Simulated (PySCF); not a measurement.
Species: C₃H₅AlCl₃N.
Cartesian coordinates in Å at the PBE0-D3(BJ)/def2-SVP level; atoms count from 1:
```xyz
13
C3H5AlCl3N angstrom
C      2.353    0.655    0.825
C      1.190    0.873    0.003
N      0.230    0.994   -0.622
Al    -1.618    0.419   -1.188
C     -1.515   -1.211    0.028
Cl    -1.291   -0.741    1.753
Cl    -0.153   -2.296   -0.421
Cl    -3.051   -2.104   -0.133
H      2.026    0.100    1.718
H      2.803    1.611    1.123
H      3.089    0.051    0.276
H     -1.474    0.077   -2.733
H     -2.584    1.555   -0.641
```

The closed-shell ground state was solved at several levels (PySCF, density fitting, gas phase, non-relativistic).

```tsv
level	basis functions	HOMO (eV)	LUMO (eV)	gap (eV)	dipole (D)
PBE0/pcSseg-1	189	-7.40	-1.34	6.06	7.75
CAM-B3LYP/def2-SVPD	225	-8.74	-0.21	8.53	7.70
```

(1) Estimate the row for HF/pcSseg-1, a basis of 189 functions; the other rows only guide the guess.

(2) Over all these levels, which gives the widest orbital gap and which the narrowest?

(3) How far do the dipole and the HOMO energy spread over the levels?

Answers

(1) HOMO -10.45 eV, LUMO 2.65 eV, gap 13.10 eV, dipole 8.27 D.

(2) HF/pcSseg-1 (Hartree–Fock, all exact exchange) has the widest, 13.10 eV, and PBE0/pcSseg-1 (global hybrid, 25 % exact exchange) the narrowest, 6.06 eV. The two share the basis. From the narrowest to the widest the HOMO moves by -3.05 eV and the LUMO by +3.99 eV. The HOMO need not be the same orbital at Hartree–Fock and at DFT levels.

(3) The dipole runs from 7.70 to 8.27 D (mean 7.90 D) and the HOMO from -10.45 to -7.40 eV.

One conformer stands for the species.
